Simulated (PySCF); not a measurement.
CF, SMILES [C]F (connectivity only; charge and spin as stated), charge +1, multiplicity 1. The structure is a stationary point at PBE0-D3(BJ)/def2-TZVPD.

TDA-PBE/def2-TZVPD run with PySCF 2.14.0 puts the lowest singlet excitations at 8.47, 8.47, 11.52, 11.82, 11.82, 14.70 eV.

Problem. What are the lowest excitation roots from PySCF 2.14.0 with ADC(2)/aug-cc-pVDZ? (An estimate is asked for; the answer gives what the named calculation found.)

Solution. 8.49, 8.49, 11.75, 11.82, 11.82, 13.66 eV. S1 differs by 0.01 eV (second minus first; roots are paired by order, and the bases may differ).
